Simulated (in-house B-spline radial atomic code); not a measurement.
Ta VII (Ta6+): [Xe] 4f12 6s1 (an excited or competing configuration)

Method: Dirac-Hartree-Fock, average of configuration, Fermi nucleus of rms radius 5.3507 fm. Calculated with a radial B-spline atomic code at the basis-set limit.

Z_r = [3n² - l(l+1)]/(2<r>); Z_e = n√(-2ε); the last column is Slater's effective charge. Values are occupation-weighted means over j. An effective charge above Z reflects the relativistic contraction of the inner shells.

| shell | electrons | ε (eV) | <r> (bohr) | Z_r | Z_e | Slater |
| --- | --- | --- | --- | --- | --- | --- |
| 1s | 2 | -67942 | 0.01866 | 80.37 | 70.67 | 72.70 |
| 2s | 2 | -11894 | 0.07829 | 76.63 | 59.13 | 68.85 |
| 2p | 6 | -10497 | 0.07016 | 71.27 | 55.55 | 68.85 |
| 3s | 2 | -2867.4 | 0.2038 | 66.24 | 43.55 | 61.75 |
| 3p | 6 | -2439.2 | 0.2037 | 61.37 | 40.17 | 61.75 |
| 3d | 10 | -1906.3 | 0.1857 | 56.55 | 35.51 | 51.85 |
| 4s | 2 | -698.01 | 0.4572 | 52.50 | 28.65 | 45.25 |
| 4p | 6 | -552.79 | 0.4836 | 47.56 | 25.50 | 45.25 |
| 4d | 10 | -355.89 | 0.5182 | 40.52 | 20.46 | 33.85 |
| 5s | 2 | -175.14 | 1.054 | 35.58 | 17.94 | 17.05 |
| 4f | 12 | -141.13 | 0.586 | 30.72 | 12.88 | 23.15 |
| 5p | 6 | -131.88 | 1.182 | 30.87 | 15.57 | 17.05 |
| 6s | 1 | -65.89 | 2.246 | 24.04 | 13.20 | 8.20 |

The least bound orbital is 6s1/2 at -65.89 eV, and it is also the most diffuse (<r> = 2.246 bohr). The part-filled 4f shell lies below the filled 5p shell in orbital energy.

Spin-orbit splittings of the orbital energies (j = l + 1/2 above j = l - 1/2 when positive): 2p 1273 eV, 3p 278.3 eV, 3d 59.94 eV, 4p 65.42 eV, 4d 12.31 eV, 4f 2.261 eV, 5p 11.34 eV.

For the 1s electron the small component carries 7.56 % of the norm, the zero-frequency Breit interaction raises the level by 232.6 eV, self-energy by 144.7 eV, and vacuum polarisation lowers it by 26.96 eV.
